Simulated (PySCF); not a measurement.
**Diatomics of Ga with the halogens**

PBE with triple-zeta basis sets in PySCF, for the lowest determinant that a PBE0 search found; no spin–orbit coupling. De refers to high-spin ground-configuration atoms. A positive dipole means M(−)Ga(+).

```
 M         basis  state (unpaired electrons)  Re (Å)  ωe (cm⁻¹)  De (eV)  μ (D)
 F    def2-TZVPP      singlet (closed shell)   1.811        587     6.29   2.23
Cl    def2-TZVPP      singlet (closed shell)   2.235        354     4.97   2.34
Br    def2-TZVPP      singlet (closed shell)   2.393        257     4.50   2.46
 I  x2c-TZVPPall      singlet (closed shell)   2.603        211     3.94   2.37
```

The shortest bond is that of GaF (1.811 Å), the longest that of GaI (2.603 Å). GaF is bound most strongly (6.29 eV) and GaI least (3.94 eV).

The rows differ in basis set, which adds steps of its own.

Down a group the atoms grow and get heavier, so bonds lengthen and wavenumbers fall; this series shows no clear exception.

Spin–orbit coupling is left out, which matters for elements this heavy, above all for dissociation energies.
